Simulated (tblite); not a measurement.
Record of a relaxation.

C₅H₁₃GeP.
Numbering: `[CH3:1][C@@H:2]1[CH2:3][CH2:4][CH2:5][P:6]1[GeH3:7]` (hydrogens: H8, H9, H10 on C1; H11 on C2; H12, H13 on C3; H14, H15 on C4; H16, H17 on C5; H18, H19, H20 on Ge7)

Computed with GFN2-xTB (tblite), gas phase: L-BFGS steps from a force-field or distance-geometry start until the largest atomic force falls under 0.01 eV/Å. 3 of its 167 geometries are shown.

Step 0: E = -591.9197 eV, largest atomic force 3.858 eV/Å
```
atom  x, y, z in Å  |  force x, y, z in eV/Å
C1     -0.985   -2.045   -0.134   -0.627  -1.278   0.612
C2     -0.560   -0.670    0.295    2.174   0.182   0.468
C3     -1.589    0.376    0.233   -3.641  -1.180   0.482
C4     -1.062    1.741    0.143   -1.598   3.005   0.442
C5      0.344    1.810   -0.298    2.200  -0.805   0.560
P6      0.670    0.069   -0.901   -0.094  -0.249  -1.858
Ge7     2.737   -0.609   -0.252    0.305   0.065   0.639
H8     -0.640   -2.750    0.661   -0.409   0.185  -0.809
H9     -0.542   -2.364   -1.097   -0.317   0.249   0.483
H10    -2.109   -2.111   -0.200    1.150  -0.041   0.005
H11    -0.090   -0.666    1.312   -0.332  -0.173  -0.452
H12    -2.268    0.179   -0.643    0.537   0.025   0.540
H13    -2.254    0.279    1.142    0.315   0.080  -0.750
H14    -1.216    2.255    1.124    0.310  -0.138  -0.553
H15    -1.677    2.325   -0.582    0.176  -0.251   0.448
H16     0.547    2.518   -1.111    0.057  -0.084   0.417
H17     1.021    1.955    0.579   -0.248   0.398  -0.646
H18     2.779   -0.869    1.280    0.283  -0.031  -0.471
H19     3.124   -1.906   -0.993   -0.061   0.533   0.331
H20     3.766    0.494   -0.563   -0.180  -0.490   0.114
```

Step 83: E = -592.7368 eV, largest atomic force 0.075 eV/Å
```
atom  x, y, z in Å  |  force x, y, z in eV/Å
C1     -1.015   -2.073   -0.124   -0.040  -0.040  -0.026
C2     -0.539   -0.664    0.176   -0.057   0.006  -0.007
C3     -1.662    0.365    0.104   -0.011   0.043   0.005
C4     -1.019    1.748    0.238    0.008   0.015   0.010
C5      0.374    1.721   -0.422    0.008   0.017   0.009
P6      0.652   -0.002   -1.113    0.048   0.010  -0.009
Ge7     2.655   -0.532   -0.077   -0.014  -0.052   0.001
H8     -0.175   -2.764   -0.162    0.016  -0.022   0.012
H9     -1.525   -2.094   -1.087    0.020  -0.047   0.002
H10    -1.710   -2.411    0.644    0.013  -0.011  -0.027
H11    -0.079   -0.633    1.172    0.000   0.013  -0.019
H12    -2.155    0.278   -0.869    0.009   0.013   0.021
H13    -2.410    0.186    0.879    0.009   0.063  -0.008
H14    -0.928    2.001    1.296    0.061   0.007  -0.021
H15    -1.641    2.513   -0.231   -0.018  -0.057   0.045
H16     0.443    2.446   -1.236   -0.006  -0.037   0.010
H17     1.159    1.964    0.297   -0.058   0.047  -0.004
H18     2.646   -0.546    1.435    0.001  -0.013  -0.024
H19     3.147   -1.893   -0.492    0.005   0.033   0.046
H20     3.779    0.399   -0.432    0.005   0.013  -0.016
```

Step 166: E = -592.8992 eV, largest atomic force 0.009 eV/Å
```
atom  x, y, z in Å  |  force x, y, z in eV/Å
C1     -1.268   -2.033   -0.562    0.002   0.001   0.001
C2     -0.531   -0.856    0.065   -0.006  -0.004   0.003
C3     -1.455    0.322    0.380   -0.003  -0.004  -0.002
C4     -0.595    1.577    0.435    0.001  -0.003   0.001
C5      0.239    1.569   -0.839    0.001   0.004   0.000
P6      0.799   -0.191   -1.109    0.000  -0.002   0.003
Ge7     2.582   -0.201    0.372   -0.008   0.004   0.003
H8     -0.580   -2.853   -0.758    0.000   0.001  -0.001
H9     -1.725   -1.738   -1.505    0.004   0.003  -0.003
H10    -2.052   -2.392    0.104   -0.003   0.002   0.008
H11    -0.049   -1.198    0.989    0.000  -0.004  -0.005
H12    -2.192    0.427   -0.421    0.002   0.000  -0.002
H13    -1.990    0.159    1.317    0.003  -0.003  -0.005
H14     0.059    1.533    1.311    0.006   0.007  -0.002
H15    -1.202    2.481    0.506   -0.002   0.000   0.000
H16    -0.377    1.858   -1.696    0.003  -0.001   0.005
H17     1.093    2.248   -0.797   -0.006   0.002  -0.002
H18     2.390    0.353    1.764    0.001   0.002  -0.002
H19     3.078   -1.600    0.611    0.000  -0.001  -0.003
H20     3.770    0.544   -0.170    0.004  -0.004   0.001
```

**Question.** Summarise the path.

**Answer.** The energy falls by 94.51 kJ/mol from step 0 to step 166; nine tenths of that is first reached at step 107. It rises by more than 0.2 meV at steps 47 and 90. The largest force goes from 3.858 to 0.009 eV/Å. Among the bonds C2–C3 changes most, from 1.469 to 1.530 Å; the atoms move by 0.961 Å rms after alignment.

What follows is the cost of the whole relaxation. On Arm Neoverse V1, one thread, no GPU, shared host with 32 logical CPUs at a one-minute load of 43, this took 1.4 s wall.
